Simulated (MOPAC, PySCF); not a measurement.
C2H8GeO4, SMILES `C[O][Ge]([OH])([OH])[O]C`, neutral singlet in the gas phase. 

Z-matrix (Å, degrees):
```
Ge
O 1 1.7522
C 2 1.4083 1 121.04
H 3 1.1008 2 108.08 1 -168.44
H 3 1.1033 4 108.52 2 -121.69
H 3 1.1048 4 108.07 5 -117.28
O 1 1.7530 2 106.01 3 44.50
C 7 1.4072 1 121.27 2 -169.91
H 8 1.1008 7 108.15 1 166.29
H 8 1.1036 9 108.36 7 121.82
H 8 1.1049 9 108.03 10 117.12
O 1 1.7560 2 106.33 3 168.21
H 12 0.9642 1 111.55 2 -30.41
O 1 1.7569 2 115.75 3 -73.28
H 14 0.9638 1 111.80 2 -86.82
```
Charge 0, spin multiplicity 1.

All levels are single points at this geometry (PBE0-D3(BJ)/def2-SVP); Pople sets use spherical d functions. Orbital energies aren't observables, and empty levels follow the basis.

HF/6-31G* in PySCF gives gap (eV) = 16.20.

Question: Estimate the gap (eV) from each of these levels: PBE0-D3(BJ)/def2-TZVP in PySCF; ωB97X-D3(BJ)/def2-TZVP in PySCF; B3LYP/3-21G in PySCF; B3LYP/6-311+G** (LANL2DZ on Ge) in PySCF; B3LYP/6-31G* in PySCF; B3LYP/LANL2DZ in PySCF; M06-2X/6-31G* in PySCF; PBE/6-31G* in PySCF; SVWN5/6-31G* in PySCF; AM1 in MOPAC; PM3 in MOPAC; PM7 in MOPAC.

Answer: 
```csv
level,gap (eV)
PBE0-D3(BJ)/def2-TZVP in PySCF,8.10
ωB97X-D3(BJ)/def2-TZVP in PySCF,12.72
B3LYP/3-21G in PySCF,7.42
B3LYP/6-311+G** (LANL2DZ on Ge) in PySCF,7.29
B3LYP/6-31G* in PySCF,7.58
B3LYP/LANL2DZ in PySCF,7.51
M06-2X/6-31G* in PySCF,10.90
PBE/6-31G* in PySCF,5.45
SVWN5/6-31G* in PySCF,5.30
AM1 in MOPAC,10.72
PM3 in MOPAC,10.94
PM7 in MOPAC,9.37
```
